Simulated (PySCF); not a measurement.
A calculated (M06-2X, PySCF 2.14, x2c-TZVPall, scalar relativity by spin-free X2C-1e) atom or ion has these occupied shells.

| shell | electrons | orbital energy (eV) | rms radius, mean of both spins (bohr) |
| --- | --- | --- | --- |
| 1s | 2 | -26678.9 | 0.0348 |
| 2s | 2 | -4015.3 | 0.143 |
| 2p | 6 | -3609.3 | 0.127 |
| 3s | 2 | -778.89 | 0.383 |
| 3p | 6 | -644.84 | 0.384 |
| 3d | 10 | -432.00 | 0.364 |
| 4s | 2 | -134.96 | 0.940 |
| 4p | 6 | -94.429 | 1.03 |
| 4d | 10 | -34.943 | 1.36 |

Q: Name the element and its charge.

A: Cd²⁺ (cadmium, charge +2), in [Kr] 4d10, closed-shell 1S.
